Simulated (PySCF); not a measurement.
1,3-dithiane (C4H8S2), SMILES C1CSCSC1.

Geometry: PBE-D3(BJ)/def2-SVP. Other conformers were not sampled.

The numbers are results of PBE0/def2-TZVP (PySCF), not measurements.

**Question.** Estimate the frontier levels, gap, dipole moment and polarisability. (An estimate is asked for; the answer gives what the named calculation found.)

**Answer.** 
```json
{
  "highest_occupied_level": "-6.27 eV",
  "lowest_empty_level": "0.29 eV",
  "orbital_gap": "6.56 eV",
  "dipole_moment": "2.18 D",
  "quadrupole, principal values (traceless, Buckingham form, about the centre of nuclear charge)": "-5.95, -1.43, 7.39 D·Å",
  "mean_static_polarisability": "83.2 bohr³ (12.32 Å³)",
  "polarisability_principal_values": "66.2, 91.4, 92.0 bohr³"
}
```
